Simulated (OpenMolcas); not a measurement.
An OpenMolcas run meant for Co7+ (ANO-RCC-VTZP, DKH2; inactive shells 1s 2s 2p 3s 3p; intended active space 2 electrons in 5 orbitals (3d)). One step of its input:

```
&RASSCF
FileOrb=start.orb
Symmetry=1
Spin=3
nActEl=2 0 0
Inactive=3 6
Ras2=5 0
CIRoot=13 13 1
SDav=10
CIMx=300
Iter=74 100
PrWF=0.3
OrbListing=Nothing
MaxOrb=0
Atom
>>> COPY $Project.JobIph JOB001
```

Lines from the output:

```
...
      Number of secondary orbitals              45
      Spin quantum number                      1.0
      State symmetry                             1
Orbital specifications:
      -----------------------

      Symmetry species                           1   2
                                                ag  au
      Frozen orbitals                            0   0
      Inactive orbitals                          3   6
      Active orbitals                            5   0
      RAS1 orbitals                              0   0
      RAS2 orbitals                              5   0
      RAS3 orbitals                              0   0
      Secondary orbitals                        22  23
      Deleted orbitals                           0   0
      Number of basis functions                 30  29
      Number of CSFs                            10
      Number of root(s) required                13
 ************ ERROR ***********
  You can't ask for more roots
  than there are configurations
 ******************************
--- Stop Module: rasscf at  /rc=_RC_INPUT_ERROR_ ---
.####################.
.# User input error #.
.####################.
```

What is wrong with the input?

CIRoot asks for more roots than the active space has configuration state functions.
